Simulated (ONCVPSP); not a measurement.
# What one change does to a pseudopotential (lead, ONCV)

| Item | Value |
| --- | --- |
| Element | lead |
| Generator | ONCVPSP 4.0.1 |
| Type | optimised norm-conserving Vanderbilt (ONCV) |
| Functional | PBE |
| Relativity | scalar-relativistic |
| Frozen core | [Xe] 4f14 |
| Valence charge | 14 |
| Reference configuration | 5d10 6s2 6p2 |
| Partial waves | 6s: rc 1.90 bohr, ncon 5, nbas 9, qcut 2.9 1/bohr, 2 projectors, debl 2.8 Ha; 6p: rc 2.10 bohr, ncon 3, nbas 6, qcut 3.4 1/bohr, 2 projectors, debl 0.4 Ha; 5d: rc 1.55 bohr, ncon 3, nbas 7, qcut 10.9 1/bohr, 2 projectors, debl 0.4 Ha |
| Local potential | polynomial inside 1.00 bohr (lpopt 5, dvloc0 1 Ha) |
| Core correction | Teter function fitted to the true core (icmod 2), fcfact 0.6 |

In the d channel the program set the typed energies aside and used -0.778, 0.250 Ha.

Change: all radii but the core radius scaled by about 0.88 (s 1.68, p 1.86, d 1.36 bohr); local potential polynomial inside 0.88 bohr (lpopt 5, dvloc0 1 Ha).

Cutoffs: the cutoffs (Ha) at which the residual kinetic energy of the hardest occupied pseudo-wave falls to 1 and 0.1 mHa per electron; they do not see the model core or the augmentation charge, which bear on the density cutoff. Errors are all-electron minus pseudo energies relative to the spin-unpolarised reference configuration.

Task: Predict the effect on cutoff, ghosts and configuration errors.

Result: The potential gets harder (25 Ha and 36 Ha → 74 Ha and 85 Ha); both files keep a bound ghost (p, s); of the 3 tests that both files solve, the error grows in 3 and shrinks in 0 by more than 15 % and 0.3 meV (median size 10.8 → 16.4 meV). A smaller radius makes the pseudo-wave follow the all-electron one further in, where it bends more sharply, so more plane waves are needed. That the errors move this way runs against the usual rule that smaller radii transfer better.

```csv
quantity,base,changed
"cutoff, loose",25 Ha,74 Ha
"cutoff, tight",36 Ha,85 Ha
loose cutoff by channel,"s 12 Ha, p 4.8 Ha, d 25 Ha","s 74 Ha, p 8.9 Ha, d 24 Ha"
bound ghosts,"s, p","s, p"
GHOST(+) flags under 300 eV,s at 103.9 eV,"s at 70.9 eV, p at 236.7 eV"
tests with a reliable result,3 of 4,3 of 4
"error for 5d10 6s2 6p1, meV [ΔE 6.58 eV]",-2.9,-5.4
"error for 5d10 6s2 6p0, meV [ΔE 20.02 eV]",-11,-16
"error for 5d10 6s1 6p0, meV [ΔE 52.43 eV]",-18,-24
"rms error of d²Exc/dni dnj with the model core, mHa",0.61,0.57
```

Base: The cutoffs count occupied waves only; projector 2 of the s channel, the hardest unoccupied one, needs 72 Ha at the loose tolerance. A true bound ghost makes a file unfit for plane-wave use even where its test errors are small: the radial tests pick states by their node count and pass the ghost by.
